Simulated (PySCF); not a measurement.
Species: CH10NSi3 (doublet state).
Atom-mapped SMILES: `[NH:1][SiH2:2][SiH2:3][CH2:4][SiH3:5]` (hydrogens: H6 on N1; H7, H8 on Si2; H9, H10 on Si3; H11, H12 on C4; H13, H14, H15 on Si5)

Method: PBE0-D3(BJ)/def2-SVP geometry optimisation, gas phase in PySCF; unrestricted, density fitting, grid level 1; the optimiser is geomeTRIC in internal coordinates, started from a GFN2-xTB structure.

At the end of the run (lengths in Å): N1–Si2 1.749, Si2–Si3 2.368, Si5–H15 1.498, Si3–H10 1.496, Si3–H9 1.498, Si5–H13 1.495, Si2–H7 1.492, Si2–Si3–C4 110.2°, N1–Si2–Si3 102.4°, Si3–C4–Si5 115.1°, N1–Si2–Si3–C4 -45°, Si2–Si3–C4–Si5 -53°, H9–Si3–Si2–N1 -166°, H9–Si3–C4–Si5 66°.

Question: These geometries were met on the way; a selection of coordinates is given. Order them by energy above the end point, lowest first.
A. N1–Si2 1.691, Si2–Si3 2.399, Si5–H15 1.498, Si3–H10 1.497, Si3–H9 1.501, Si5–H13 1.496, Si2–H7 1.497, Si2–Si3–C4 109.3°, N1–Si2–Si3 101.0°, Si3–C4–Si5 116.0°, N1–Si2–Si3–C4 -56°, Si2–Si3–C4–Si5 -63°, H9–Si3–Si2–N1 -177°, H9–Si3–C4–Si5 55°
B. N1–Si2 1.749, Si2–Si3 2.372, Si5–H15 1.498, Si3–H10 1.496, Si3–H9 1.498, Si5–H13 1.495, Si2–H7 1.492, Si2–Si3–C4 109.6°, N1–Si2–Si3 101.8°, Si3–C4–Si5 115.1°, N1–Si2–Si3–C4 -46°, Si2–Si3–C4–Si5 -55°, H9–Si3–Si2–N1 -167°, H9–Si3–C4–Si5 65°
C. N1–Si2 1.638, Si2–Si3 2.406, Si5–H15 1.463, Si3–H10 1.464, Si3–H9 1.468, Si5–H13 1.465, Si2–H7 1.463, Si2–Si3–C4 108.2°, N1–Si2–Si3 100.7°, Si3–C4–Si5 116.6°, N1–Si2–Si3–C4 -59°, Si2–Si3–C4–Si5 -64°, H9–Si3–Si2–N1 -179°, H9–Si3–C4–Si5 54°
D. N1–Si2 1.745, Si2–Si3 2.361, Si5–H15 1.499, Si3–H10 1.497, Si3–H9 1.501, Si5–H13 1.496, Si2–H7 1.494, Si2–Si3–C4 110.8°, N1–Si2–Si3 102.3°, Si3–C4–Si5 115.3°, N1–Si2–Si3–C4 -53°, Si2–Si3–C4–Si5 -61°, H9–Si3–Si2–N1 -174°, H9–Si3–C4–Si5 58°
E. N1–Si2 1.723, Si2–Si3 2.378, Si5–H15 1.502, Si3–H10 1.500, Si3–H9 1.504, Si5–H13 1.499, Si2–H7 1.498, Si2–Si3–C4 110.4°, N1–Si2–Si3 101.8°, Si3–C4–Si5 115.6°, N1–Si2–Si3–C4 -55°, Si2–Si3–C4–Si5 -62°, H9–Si3–Si2–N1 -175°, H9–Si3–C4–Si5 57°

Answer: B (0.001 eV), D (0.014 eV), E (0.033 eV), A (0.090 eV), C (0.307 eV).

```json
{"step": "8", "E above end (eV)": "0.001", "rms distance from the end, all atoms (Å)": "0.035", "largest force (eV/Å)": "0.096", "rms shift of all bonds from the end (Å)": "0.001"}
{"step": "3", "E above end (eV)": "0.014", "rms distance from the end, all atoms (Å)": "0.195", "largest force (eV/Å)": "0.145", "rms shift of all bonds from the end (Å)": "0.003"}
{"step": "2", "E above end (eV)": "0.033", "rms distance from the end, all atoms (Å)": "0.230", "largest force (eV/Å)": "0.471", "rms shift of all bonds from the end (Å)": "0.008"}
{"step": "1", "E above end (eV)": "0.090", "rms distance from the end, all atoms (Å)": "0.262", "largest force (eV/Å)": "1.280", "rms shift of all bonds from the end (Å)": "0.018"}
{"step": "0", "E above end (eV)": "0.307", "rms distance from the end, all atoms (Å)": "0.290", "largest force (eV/Å)": "2.451", "rms shift of all bonds from the end (Å)": "0.039"}
```

Rows stand in the order of the answer.
